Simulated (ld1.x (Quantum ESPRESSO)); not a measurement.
## copper: variants of one TM semilocal potential

Base potential:

* Element: copper (Cu)
* Generator: ld1.x (Quantum ESPRESSO) 7.5
* Type: norm-conserving Troullier–Martins (semilocal form)
* Functional: LDA (PZ)
* Relativity: scalar-relativistic
* Frozen core: [Ne]
* Valence charge: 19
* Reference configuration: 3s2 3p6 3d10 4s1 4p0
* Partial waves: 3s (bound): rc 0.80 bohr; 3d (bound): rc 0.85 bohr; 3p (bound): rc 0.90 bohr
* Local potential: the p channel
* Core correction: a·sin(br)/r model core inside 0.60 bohr

Occupied shells without a wave of their own: 4s. They enter only through the test configuration that unscreens the potential, and ld1.x also counts them in the model core charge.

All-electron outer shells of the reference configuration (LDA (PZ), scalar-relativistic, ld1.x):

```csv
shell,level (eV),outermost node (bohr),outermost maximum (bohr)
2s,-1060.41,0.07,0.20
2p,-916.44,–,0.16
3s,-114.15,0.29,0.61
3p,-72.03,0.26,0.62
3d,-5.32,–,0.60
4s,-4.87,0.89,2.24
4p,-0.79,0.98,3.52
```

Cutoffs, loose and tight: the cutoffs (Ry, on a coarse ladder) from which the occupation-weighted sum of valence levels, in a spherical-Bessel basis at the reference potential, stays within 10 and 1 mRy of its value at 400 Ry. They do not see the model core or the augmentation charge, which bear on the density cutoff. Test errors are all-electron minus pseudo excitation energies from the reference, over the configurations 3s2 3p6 3d10 4s0 4p0; 3s2 3p6 3d9 4s0 4p0; 3s2 3p6 3d8 4s0 4p0; 3s2 3p6 3d9 4s1 4p1; 3s2 3p5 3d10 4s1 4p0; 3s2 3p6 3d10 4s0 4p1; 3s2 3p6 3d7 4s0 4p0 (two spin-polarised tests are not counted in the largest error). A dash means not determined; rows that change the core or the reference have their own tests.

With those shells counted twice in exchange and correlation these files are broken, and their errors move erratically; no question is asked of them.

Cutoffs are not given where the Bessel-basis levels miss the radial ones by over 6 mRy, ghosts where they miss by over 20 mRy; a channel whose overlap is not positive is not tested.

A semilocal file is local in each channel, so a ghost entry of none says nothing of the separable form that plane-wave codes build from it.

| change | outcome | cutoff, loose | cutoff, tight | bound ghosts | largest test error (meV) |
| --- | --- | --- | --- | --- | --- |
| base | generated | 300 Ry | over 300 Ry | none | -1221 |
| wave 3s (bound): rc 0.80 bohr becomes 3s (bound): rc 0.50 bohr | generated | – | – | not determined | -1197 |
| wave 3s (bound): rc 0.80 bohr becomes 3s (bound): rc 0.64 bohr | generated | 300 Ry | over 300 Ry | none | -995 |
| wave 3s (bound): rc 0.80 bohr becomes 3s (bound): rc 0.78 bohr | generated | 300 Ry | over 300 Ry | none | -1165 |
| wave 3s (bound): rc 0.80 bohr becomes 3s (bound): rc 0.82 bohr | generated | 300 Ry | over 300 Ry | none | -1288 |
| wave 3s (bound): rc 0.80 bohr becomes 3s (bound): rc 0.94 bohr | generated, misses its reference levels by 0.24 eV | 300 Ry | over 300 Ry | none | -1851 |
| wave 3s (bound): rc 0.80 bohr becomes 3s (bound): rc 1.06 bohr | generated, misses its reference levels by 0.51 eV | 300 Ry | over 300 Ry | none | -2937 |
| wave 3s (bound): rc 0.80 bohr becomes 3s (bound): rc 1.20 bohr | generated, misses its reference levels by 0.95 eV | 300 Ry | over 300 Ry | none | -4656 |

Reading the sweep of the s radius (base included, trends over the rows without a ghost): The loose cutoff stays near 300 Ry. The median size of the test errors (rows with all tests solved) rises from 203.0 meV at 0.64 to 1415.5 meV at 1.2 bohr. More of the atom is replaced by a form fitted at one configuration, so other configurations suffer as the radius grows.
